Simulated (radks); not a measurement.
The numbers below are computed, except where a source is named.
Problem. Sc+, 20 electrons, occupied as [Ne] 3s2 3p5.5 3d1 4s1 4p0.5 (fractional occupations, a model configuration). Code: a radial shooting solver on a logarithmic mesh with Libxc functionals. Model: scalar-relativistic Kohn-Sham, LDA (Slater exchange, Perdew-Wang correlation), spin-polarised, spherical densities, finite nucleus; open shells are filled with parallel spins first; Fermi nuclear charge, rms radius 3.5459 fm. Some entries of the table are withheld. Estimate them.

| orbital | occ. | eigenvalue (eV) | <r^2> (bohr^2) |
|---|---|---|---|
| 1s up | 1 | -4397.954 | 0.007205 |
| 1s down | 1 | -4397.711 | 0.007205 |
| 2s up | 1 | -485.2774 | 0.1405 |
| 2s down | 1 | -484.7432 | 0.1403 |
| 2p up | 3 | -400.4189 | 0.1174 |
| 2p down | 3 | -399.9012 | 0.1172 |
| 3s up | 1 | -66.4334 | 1.313 |
| 3s down | 1 | -64.7534 | 1.314 |
| 3p up | 3 | (1) | 1.558 |
| 3p down | 2.5 | (2) | 1.558 |
| 3d up | 1 | -13.9168 | 3.019 |
| 3d down | 0 | -12.2385 | 3.017 |
| 4s up | 1 | (3) | 11.27 |
| 4s down | 0 | (4) | 12.07 |
| 4p up | 0.5 | -7.8010 | (5) |
| 4p down | 0 | -6.3644 | (6) |

Solution. 
(1) 3p up eigenvalue (eV): -45.0871
(2) 3p down eigenvalue (eV): -43.4214
(3) 4s up eigenvalue (eV): -11.6730
(4) 4s down eigenvalue (eV): -9.9812
(5) 4p up <r^2> (bohr^2): 16.15
(6) 4p down <r^2> (bohr^2): 18.68
